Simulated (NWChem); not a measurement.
System: C3H2N3, doublet; SMILES [c]1ncncn1

Program: NWChem. Pople sets run with spherical d functions. Spin-unrestricted. In the optimisation the excess spin sits in a (C2, its own frame). The geometry was optimised at PBE0/def2-SVP, spin-unrestricted. No stability test was run on the SCF state. Level: PBE0/6-31G* with COSMO at NWChem's default radii, gas-phase geometry; rows give the dielectric constant. Reactions with the solvent are ignored.

```csv
dielectric constant,electrostatic solvation energy (kcal/mol),dipole in solution (D)
2.4,-3.1,1.61
3.9,-4.0,1.69
20.7,-5.2,1.81
25.0,-5.2,1.81
78.4,-5.4,1.83
```
